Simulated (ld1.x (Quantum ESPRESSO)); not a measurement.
# cadmium (Cd), ultrasoft: configuration errors across variants

| Property | Result |
| --- | --- |
| Element | Cd (Z = 48) |
| Generator | ld1.x (Quantum ESPRESSO) 7.5 |
| Type | ultrasoft |
| Functional | LDA (PZ) |
| Relativity | scalar-relativistic |
| Frozen core | [Ar] 3d10 |
| Valence charge | 20 |
| Reference configuration | 4s2 4p6 4d10 5s1.5 5p0 (charge +0.5) |
| Partial waves | 4s (bound): rcut 1.30, rcutus 1.55 bohr; 5s (bound): rcut 1.30, rcutus 1.55 bohr; 4p (bound): rcut 1.30, rcutus 1.40 bohr; 5p (bound, empty): rcut 1.30, rcutus 1.40 bohr; 4d (bound): rcut 1.65, rcutus 1.90 bohr; 4d channel at 0.4 Ry: rcut 1.65, rcutus 1.90 bohr; 4f channel at -0.1 Ry: rcut 1.35, rcutus 1.75 bohr; 4f channel at 1.3 Ry: rcut 1.35, rcutus 1.75 bohr |
| Local potential | all-electron potential smoothed inside 1.15 bohr (lloc = -1) |
| Core correction | Bessel-smoothed model core inside 0.65 bohr |
| Augmentation charge | built from norm-conserving waves at rcut, not smoothed further |

All-electron excitation energies from the reference (eV): (1) 4s2 4p6 4d10 5s2 5p0 -3.876; (2) 4s2 4p6 4d10 5s1 5p0 5.752; (3) 4s2 4p6 4d10 5s0 5p0 23.272; (4) 4s1 4p6 4d10 5s2 5p0 109.573; (5) 4s2 4p6 4d9 5s2 5p0 14.270; (6) 4s2 4p6 4d8 5s0 5p0 115.807; (7) 4s2 4p6 4d10 5s1 5p1 0.914; (8) 4s2 4p6 4d10 5s1.5 5p0 spin -0.040; (9) 4s2 4p6 4d10 5s1 5p0 spin 5.563.

Spin tests fill each open shell by Hund’s rule, majority spin first.

On the changes marked as counting shells twice: ld1.x takes every shell without a wave as core, so the model core holds the marked electrons as well and exchange and correlation see them twice. This cancels in the reference configuration, but the file is broken for other ones, and its errors say nothing about a proper core correction.

The overlap operator is not positive definite (basis up to 400 Ry) in “base”, “local potential all-electron potential smoothed inside 1.14 bohr (lloc = -1)”, “wave 4f channel at -0.1 Ry: rcut 1.35, rcutus 1.75 bohr becomes 4f channel at 0.33 Ry: rcut 1.35, rcutus 1.75 bohr”, “waves 4f channel at -0.1 Ry: rcut 1.35, rcutus 1.76 bohr; 4f channel at 1.3 Ry: rcut 1.35, rcutus 1.76 bohr”. Such files are unfit for use, however small their errors in these radial tests.

7 further variants failed, have other tests or another functional or relativity, and are left out.

A true bound ghost makes a file unfit for plane-wave use even where its test errors are small: the radial tests pick states by their node count and pass the ghost by.

The file “base” misses its own reference levels by 1.7 eV. The file “type TM; waves now 4p (bound): rc 1.40 bohr; 4d (bound): rc 1.90 bohr; 4f channel at -0.1 Ry: rc 1.75 bohr; 4s (bound): rc 1.55 bohr; local potential the s channel (5s counted twice)” misses its own reference levels by 3.4 eV. The file “local potential all-electron potential smoothed inside 1.14 bohr (lloc = -1)” misses its own reference levels by 1.7 eV. The file “wave 4f channel at -0.1 Ry: rcut 1.35, rcutus 1.75 bohr becomes 4f channel at 0.33 Ry: rcut 1.35, rcutus 1.75 bohr” misses its own reference levels by 1.7 eV. The file “waves 4f channel at -0.1 Ry: rcut 1.35, rcutus 1.76 bohr; 4f channel at 1.3 Ry: rcut 1.35, rcutus 1.76 bohr” misses its own reference levels by 1.7 eV.

Errors AE − PS in meV (a dash: test not solved or not reliable):

| change | (1) | (2) | (3) | (4) | (5) | (6) | (7) | (8) | (9) | bound ghosts |
| --- | --- | --- | --- | --- | --- | --- | --- | --- | --- | --- |
| base | -558 | +780 | +3079 | -3759 | -2661 | +1161 | +425 | +0.1 | +788 | not determined (overlap not positive) |
| type TM; waves now 4p (bound): rc 1.40 bohr; 4d (bound): rc 1.90 bohr; 4f channel at -0.1 Ry: rc 1.75 bohr; 4s (bound): rc 1.55 bohr; local potential the s channel (5s counted twice) | +1497 | -1945 | -7336 | +2066 | +2045 | -12914 | -1230 | -8.8 | -1998 | f |
| local potential all-electron potential smoothed inside 1.14 bohr (lloc = -1) | -558 | +780 | +3079 | -3759 | -2661 | +1161 | +425 | +0.1 | +788 | not determined (overlap not positive) |
| wave 4f channel at -0.1 Ry: rcut 1.35, rcutus 1.75 bohr becomes 4f channel at 0.33 Ry: rcut 1.35, rcutus 1.75 bohr | -558 | +780 | +3079 | -3759 | -2661 | +1161 | +425 | +0.1 | +788 | not determined (overlap not positive) |
| waves 4f channel at -0.1 Ry: rcut 1.35, rcutus 1.76 bohr; 4f channel at 1.3 Ry: rcut 1.35, rcutus 1.76 bohr | -558 | +780 | +3079 | -3759 | -2661 | +1161 | +425 | +0.1 | +788 | not determined (overlap not positive) |

Give the same row for: waves 4p (bound): rcut 1.30, rcutus 1.96 bohr; 5p (bound): rcut 1.30, rcutus 1.96 bohr.

-559, +781, +3083, -4261, -2787, +631, +447, +0.1, +790; bound ghosts: not determined (overlap not positive). Its overlap operator is not positive definite in a basis up to 400 Ry (lowest eigenvalue s -0.04, d -117.46), so the file is unfit for use: the generalised eigenproblem breaks down once the basis is large enough, and its test numbers describe a broken file.
